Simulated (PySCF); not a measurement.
Mg(NH2)(SeH) (H3MgNSe), SMILES [NH2][Mg][SeH]. Geometry: B3LYP-D3(BJ)/def2-TZVP. One conformer was computed; it need not be the lowest.

Give the equilibrium geometry at B3LYP-D3(BJ)/def2-TZVP (PySCF confirms it by a frequency run) as bond lengths and angles, and its point group. (An estimate is asked for; the answer gives what the named calculation found.)

One answer among several that fit: point group Cs.
Atoms: Mg1 N2 H3 H4 Se5 H6. Bonds (Å): Mg1–N2 1.883, Mg1–Se5 2.426, N2–H3 1.010, N2–H4 1.010, Se5–H6 1.474. Bond angles (°): N2–Mg1–Se5 179.0, Mg1–N2–H3 126.3, Mg1–N2–H4 126.3, H3–N2–H4 107.5, Mg1–Se5–H6 90.1.
